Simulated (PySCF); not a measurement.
CH3Cl3SSi, SMILES Cl[Si](Cl)(Cl)SC. Atoms are numbered in the order given.

```xyz
9

C      0.0059     2.7277     0.0000
S     -1.2847     1.4130     0.0000
Si    -0.0246    -0.2848     0.0000
Cl     1.2092    -0.3225     1.6547
Cl    -1.2336    -1.9423     0.0000
Cl     1.2092    -0.3225    -1.6547
H     -0.5341     3.6833     0.0000
H      0.6288     2.6570    -0.9015
H      0.6288     2.6570     0.9015
```
Charge 0, spin multiplicity 1.

Coordinates come from a B3LYP-D3(BJ)/def2-SVP optimisation. This is a generated structure with no PubChem entry under its InChIKey; it may be hypothetical. Other conformers were not sampled.

The numbers are results of HF/pcSseg-1 (PySCF), not measurements.

GIAO shieldings, no solvent; atoms listed in one row are averaged. δ = σ(ref) − σ: ¹³C against TMS (σ = 192.6 ppm); ³³S against H2S (σ = 725.2 ppm); ²⁹Si against TMS (σ = 393.8 ppm); ³⁵Cl against HCl (σ = 958.2 ppm); ¹H against TMS (σ = 31.99 ppm), references at their B3LYP-D3(BJ)/def2-TZVP geometries, non-relativistic (without spin–orbit terms, shifts of atoms bonded to Cl or Br come out too high).

Computed chemical shifts:
```csv
nucleus,atoms,count,δ (ppm)
¹³C,C1,1,15.3
³³S,S2,1,78.7
²⁹Si,Si3,1,31.2
³⁵Cl,"Cl6, Cl4",2,97.1
³⁵Cl,Cl5,1,86.1
¹H,"H7, H8, H9",3,2.48
```
